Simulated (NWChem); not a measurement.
# CH4Cl2Ge; SMILES [CH3][GeH]([Cl])[Cl]

Results from NWChem. Structure relaxed at the PBE-D3(BJ)/def2-SVP level.

**Question.** What does the run give for RPBE/def2-TZVP? Quantities: highest occupied level (eV); orbital gap (eV); dipole (D).

**Answer.** 
| Property | Result |
|---|---|
| highest occupied level (eV) | -7.35 |
| orbital gap (eV) | 5.86 |
| dipole (D) | 2.68 |
